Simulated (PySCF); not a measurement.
Ta(NMe)(NH2)3, CH9N4Ta (singlet state).
Bonds: Ta1–N2, Ta1–N7, Ta1–N10, Ta1–N13, N2–C3. Hydrogens: H4, H5, H6 on C3; H8, H9 on N7; H11, H12 on N10; H14, H15 on N13.

A GFN2-xTB structure was refined with PySCF, PBE0-D3(BJ)/def2-SVP geometry optimisation, gas phase, def2 core potentials past Kr. Its GFN2-xTB values:

```
coordinate  GFN2-xTB
    Ta1–N2   1.774 Å
    Ta1–N7   1.977 Å
     N2–C3   1.390 Å
     C3–H4   1.213 Å
     N7–H8   1.018 Å
 Ta1–N2–C3    178.3°
 N2–Ta1–N7    109.5°
N7–Ta1–N10    111.3°
```

Task: How do these coordinates change at the PBE0-D3(BJ)/def2-SVP level?

Result: 
| coordinate | PBE0-D3(BJ)/def2-SVP (Å or °) | change |
| --- | --- | --- |
| C3–H4 | 1.106 | -0.107 |
| Ta1–N7 | 2.004 | +0.027 |
| N2–C3 | 1.416 | +0.026 |
| N7–H8 | 1.016 | -0.002 |
| Ta1–N2 | 1.776 | +0.002 |
| N2–Ta1–N7 | 108.4 | -1.1 |
| Ta1–N2–C3 | 179.3 | +1.0 |
| N7–Ta1–N10 | 110.8 | -0.5 |

The energy falls by 64.8 kJ/mol over 19 energy and gradient evaluations, the largest force component goes from 0.0852 to 2.6e-04 Eh/bohr, and the atoms move by 0.215 Å rms after alignment. The bond that changes most is C3–H4 (ends: carbon bonded to N and 3 H; hydrogen on carbon), which shortens by 0.107 Å. Bonds longer at the end by more than 0.005 Å: 6 of 14; shorter: 3. Among the dihedrals that turn most is N2–Ta1–N13–H15, from -15° to 17°. Rotational constants go from 2530, 1618, 1582 to 2614, 1590, 1587 MHz.

The run used 147 basis functions and 140 SCF cycles in all.

Whether it is a minimum is left open (no frequencies).
